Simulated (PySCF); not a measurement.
FH6NOSi2, SMILES O[Si@H](F)N[SiH3].

Geometry optimised at PBE0-D3(BJ)/def2-SVP. The structure was generated by enumeration; whether it is a known compound was not checked. The values are those of a single conformer.

Method: PBE/def2-TZVP in PySCF.

Gas-phase values at a fixed geometry.

| Item | Result |
|---|---|
| total energy | -812.15523 hartree |
| highest occupied level | -6.69 eV |
| lowest empty level | -0.74 eV |
| orbital gap | 5.96 eV |
| dipole moment | 2.71 D |
| quadrupole, principal values (traceless, Buckingham form, about the centre of nuclear charge) | -9.40, 3.96, 5.44 D·Å |
| mean static polarisability | 62.1 bohr³ (9.20 Å³) |
| polarisability, principal values | 55.4, 57.8, 73.0 bohr³ |
